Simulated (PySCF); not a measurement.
Delta-SCF ions had no search for a lower state. Excitations are Tamm–Dancoff values on a coarser integration grid. The basis has no diffuse functions, so Rydberg states are missing or too high.

Cartesian coordinates (Å):
```xyz
10

Ga    -0.0564    -0.1824    -0.1259
H     -1.4730     0.2212    -0.6881
H     -0.0008    -1.1335     1.1412
H      1.2144    -0.1219    -1.0626
C     -0.3586     1.9610     2.0756
O      0.3760     1.6454     0.9030
H     -0.1488     1.2495     2.8902
H     -1.4214     1.8927     1.8113
H     -0.1382     2.9882     2.4032
H      1.3240     1.7277     1.0626
```
Charge 0, spin multiplicity 1.

**Question.** What vertical ionisation energy (Delta-SCF), HOMO and S1 excitation (TDA) does PySCF 2.14.0 with PBE0-D3(BJ)/def2-TZVP // PBE0-D3(BJ)/def2-SVP give?

**Answer.** 
```
Property                                  Result
--------------------------------------  --------
vertical ionisation energy (Delta-SCF)   9.94 eV
HOMO                                    -7.60 eV
S1 excitation (TDA)                      6.04 eV
```
